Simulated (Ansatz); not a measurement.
Geometry optimisation, Ansatz 0.2.0, RKS PBE0/def2-TZVP.

input.yaml

```yaml
crystal:
  periodic: [false, false, false]
  atoms:
    - { symbol: B, position_ang: [0.2183, 0.0102, 0.7044] }
    - { symbol: O, position_ang: [-0.2277, 0.8197, -0.4857] }
    - { symbol: Zn, position_ang: [-0.9786, -0.305, -1.5043] }
    - { symbol: H, position_ang: [1.0435, -0.5851, 1.2653] }
basis:
  gaussian: { orbitals: def2-TZVP }
hamiltonian:
  xc: pbe0
relax:
  f_tol: 0.02
  max_steps: 40
scf:
  lower_state_search: "off"
output:
  orbitals: {}
```

Run as:

```bash
$ ansatz run input.yaml --threads 2 --pin off --max-ram 3072MiB --backend cpu --events-out ev --progress --plain --runs-dir out
```

Task: Where does it end, and by what steps?

Result: It converged. The force dipped under the threshold on the way, but the program's further checks kept it going. After 17 steps the energy has fallen by 3.911 eV; Zn3 moved furthest, 1.50 Å. The start is strongly strained (largest force component 10 eV/Å), so its close contacts needn't be bonds. Parted: B1–Zn3, O2–Zn3.

| step | energy less start (eV) | largest force component (eV/Å) | accepted |
| --- | --- | --- | --- |
| 0 | 0.0000 | 9.507 | yes |
| 1 | -1.6266 | 6.889 | yes |
| 2 | -1.2772 | 16.588 | no |
| 3 | -2.6250 | 4.075 | yes |
| 4 | -3.1415 | 2.111 | yes |
| 5 | -3.5319 | 0.810 | yes |
| 6 | -3.7372 | 0.574 | yes |
| 7 | -3.8224 | 1.148 | yes |
| 8 | -3.8776 | 0.155 | yes |
| 9 | -3.8950 | 0.207 | yes |
| 10 | -3.9029 | 0.065 | yes |
| 11 | -3.9077 | 0.026 | yes |
| 12 | -3.9089 | 0.019 | yes |
| 13 | -3.9094 | 0.007 | yes |
| 14 | -3.9097 | 0.013 | yes |
| 15 | -3.9099 | 0.167 | yes |
| 16 | -3.9104 | 0.057 | yes |
| 17 | -3.9109 | 0.019 | yes |

```xyz
4
Properties=species:S:1:pos:R:3
B 0.623 0.201 0.901
O 0.038 0.894 0.118
Zn -1.802 -0.677 -2.706
H 1.196 -0.479 1.667
```

Whether the end is a true minimum wasn't checked by a vibrational analysis.

Run time: 43 s on 2 threads of Arm Neoverse N1, on a shared host, peak memory 0.21 GiB.
